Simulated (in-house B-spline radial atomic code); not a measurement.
The numbers below are computed, except where a source is named.
## Two electrons in InAs: a parabolic dot with ħω = 16.9 meV in all three directions

For InAs the NSM archive of the Ioffe Institute lists m* = 0.023 m0 and ε = 15.15. In so narrow a gap the band flattens within tens of meV, so real spacings are smaller, by up to some tenths.

Effective-mass model with parabolic bands, a uniform dielectric constant, no image charges, no central-cell or spin-orbit terms. Two-electron levels come from full CI in B-splines with partial waves to l = 5 (up to 0.001 effective hartree above the limit).

Problem. What are the effective units, and what is the potential in them?

Solution. Ha* = 27211.386 meV × 0.023/15.15² = 2.727 meV and a* = 0.0529177 nm × 15.15/0.023 = 34.86 nm. The frequency is ω = 6.19 Ha*. The one-electron levels are 3ω/2 = 9.2850 and 5ω/2 = 15.4750 Ha*.

In these units the lowest s and p orbitals lie at 9.2850 and 15.4750, and their Coulomb and exchange integrals are J_ss = 1.9851, J_sp = 1.6543 and K_sp = 0.3309. (For a parabolic well J_ss = √(2ω/π).) Full CI gives 20.4819 for the ground singlet, 26.0660 for the sp triplet, 26.6723 for the sp singlet and 32.2560 for the lowest triplet of two s orbitals.

Problem. What does it cost to add the second electron, to first order and exactly?

Solution. To first order E = 2ε_s + J_ss = 20.5551, so the charging energy E(2) − 2E(1) is J_ss = 5.413 meV. CI gives 20.4819 − 2 × (9.2850) = 1.9119, or 5.213 meV: relaxation and correlation lower it by 0.1995 meV, 3.7 % of J_ss. The s² configuration of one-electron orbitals holds 99.5 % of the state, and the mean radius is 16.2 nm.

Problem. How far above the singlet do the triplets lie?

Solution. To first order the sp triplet lies at ε_s + ε_p + J_sp − K_sp = 26.0834, which is 15.07 meV above 2ε_s + J_ss. CI gives 26.0660 − (20.4819) = 5.5841, or 15.23 meV, 90 % of the orbital spacing of 16.88 meV. The ss triplet lies 32.11 meV up, so the lower of the two is the sp one, and its gap equals k_BT at 177 K. The sp singlet-triplet splitting is 1.653 meV, against 2K_sp = 1.804 meV. The sp singlet lies ħω above the ground state (6.1904 against 6.19), as Kohn's theorem demands for a parabolic well.
